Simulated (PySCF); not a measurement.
Mayer bond orders and bond lengths

Compound: C₄H₈P₂Si₂.
Atom-mapped SMILES: `[SiH3:1][c:2]1[cH:3][p:4][c:5]([SiH3:6])[cH:7][p:8]1` (hydrogens: H9, H10, H11 on Si1; H12 on C3; H13, H14, H15 on Si6; H16 on C7)

Geometry (GFN2-xTB, Å), atoms numbered from 1 in this order:
```xyz
16
C4H8P2Si2 angstrom
Si     3.445   -0.172   -0.279
C      1.554   -0.109   -0.114
C      0.922   -0.819    0.879
P     -0.763   -0.933    1.293
C     -1.554    0.099    0.122
Si    -3.445    0.183    0.279
C     -0.923    0.801   -0.878
P      0.762    0.915   -1.292
H      3.783   -0.491   -1.666
H      3.987    1.140    0.081
H      3.951   -1.201    0.633
H      1.556   -1.415    1.533
H     -4.026   -0.961   -0.428
H     -3.799    0.141    1.697
H     -3.900    1.431   -0.339
H     -1.556    1.399   -1.531
```

Bond orders from the PBE0/pcSseg-1 density (PySCF). Geometry: GFN2-xTB; no solvent, vibrations or thermal averaging. GFN2-xTB frequencies show an imaginary mode (22i cm⁻¹), so this geometry is no minimum at that level.

(1) Where do the orders between heavy atoms depart from those drawn in the SMILES?

(2) Give the Mayer order of every bond, beside its length.

Answers

(1) The largest departure is 0.227, at P8–C2 (drawn aromatic, 1.273), counting aromatic bonds as 1.5. Drawn single, order below 0.88: Si1–C2 (0.830) and C5–Si6 (0.833). The bonds drawn aromatic range from 1.27 to 1.50.

(2) 
```tsv
bond	drawn as	length (Å)	Mayer order
Si1–C2	single	1.899	0.830
C2–C3	aromatic	1.374	1.500
C3–P4	aromatic	1.739	1.314
P4–C5	aromatic	1.750	1.280
C5–Si6	single	1.899	0.833
C5–C7	aromatic	1.375	1.491
C7–P8	aromatic	1.738	1.324
P8–C2	aromatic	1.750	1.273
Si1–H9	single	1.463	0.945
Si1–H10	single	1.465	0.945
Si1–H11	single	1.465	0.944
C3–H12	single	1.089	0.934
Si6–H13	single	1.466	0.944
Si6–H14	single	1.462	0.944
Si6–H15	single	1.465	0.944
C7–H16	single	1.089	0.934
```

Bonds between the same two heavy elements. C–Si: all 2 within 0.02 of one another (0.830 to 0.833). C–C: all 2 within 0.02 of one another (1.491 to 1.500). C–P: lowest P8–C2 (1.273, 1.750 Å), highest C7–P8 (1.324, 1.738 Å).

Sum the orders of all bonds at each heavy atom with more than one neighbour and set the sums beside the valence in the SMILES.

Si1 3.664 (drawn 4), C2 3.603 (drawn 4), C3 3.748 (drawn 4), P4 2.594 (drawn 3), C5 3.604 (drawn 4), Si6 3.665 (drawn 4), C7 3.749 (drawn 4), P8 2.597 (drawn 3). Orders between atoms that aren't bonded are not in these sums.

The Mayer order sums products of elements of PS (density times overlap matrix) between the two atoms' basis functions, so it depends on the basis set.

The run behind these numbers computed NMR shieldings as well. Hardware: one thread of an Intel Xeon Platinum 8259CL at 2.50 GHz, shared host with 96 logical CPUs at a one-minute load of 52. Cost: 74 s of wall time (grids of density and orbitals included), 0.95 GiB resident at most.
